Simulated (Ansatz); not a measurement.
A nudged elastic band was laid between two geometries of C$_{4}$H$_{8}$B$_{2}$ (14 atoms, charge 0, multiplicity 1).

These are results of RKS PBE0-D4/STO-3G in Ansatz 0.2.0, not measurements.

```yaml
movable_images: 5
climbing_image: yes
spring: 5.0 eV/Å²
optimiser: quadratic models (default)
start_path: IDPP
force_threshold: 0.05 eV/Å
iteration_limit: 60
end_points: relaxed
```

Initial state:

```xyz
14
Properties=species:S:1:pos:R:3
C -1.528 2.804 0.794
C -1.416 1.605 0.655
B -1.241 0.122 0.479
B 0.159 -0.529 -0.101
C 0.391 -0.696 -1.654
C 1.291 -1.011 0.889
H -1.635 3.872 0.919
H -2.143 -0.577 0.777
H 0.897 0.220 -2.000
H -0.529 -0.789 -2.242
H 1.056 -1.534 -1.896
H 1.078 -2.064 1.133
H 2.290 -0.987 0.436
H 1.317 -0.466 1.839
```

Final state:

```xyz
14
Properties=species:S:1:pos:R:3
C -0.931 3.138 0.311
C -1.022 1.937 0.449
B -1.106 0.444 0.603
B 0.060 -0.560 0.008
C -0.011 -1.079 -1.481
C 1.262 -1.030 0.919
H -0.855 4.209 0.190
H -2.042 0.002 1.167
H 0.538 -0.348 -2.098
H -1.025 -1.137 -1.891
H 0.487 -2.046 -1.620
H 2.158 -1.287 0.341
H 1.537 -0.318 1.704
H 0.937 -1.953 1.427
```

**Question.** What changes between the two ends?

**Answer.** No bond is made or broken. The dihedral B3–B4–C6–H13 goes from -154 to -29°. The two ends are copies of one structure, up to a mirror image or an exchange of like atoms.

**Question.** What energy profile does the band end with?

**Answer.** The forces met the threshold. The highest image is number 2 of 0 to 6, 0.2 kcal/mol above the ends, which have the same energy within 2 meV. A vibrational analysis at the climbing image gives one clearly imaginary mode, 71i cm⁻¹: a first-order saddle point. Limits of this set-up: minimal basis.

```tsv
image	path coordinate (Å)	energy (kcal/mol)	dihedral B3–B4–C6–H13 (°)
0	0.00	0.0	-154
1	0.62	0.1	-133
2	1.24	0.2	-110
3	1.84	0.2	-89
4	2.44	0.2	-68
5	3.03	0.1	-48
6	3.63	0.0	-29
```

**Question.** What is the geometry of the highest image?

**Answer.** 
```xyz
14
Properties=species:S:1:pos:R:3
C -1.132 3.029 0.519
C -1.176 1.817 0.535
B -1.201 0.314 0.535
B 0.064 -0.583 -0.026
C 0.176 -0.945 -1.559
C 1.222 -1.052 0.943
H -1.099 4.108 0.507
H -2.164 -0.220 0.957
H 0.706 -0.111 -2.048
H -0.792 -1.038 -2.065
H 0.763 -1.852 -1.748
H 1.456 -2.113 0.788
H 2.134 -0.494 0.682
H 1.028 -0.888 2.008
```

The band took 5 iterations and roughly 70 core-seconds.

Run time: 78 s on 1 CPU thread of a shared host.
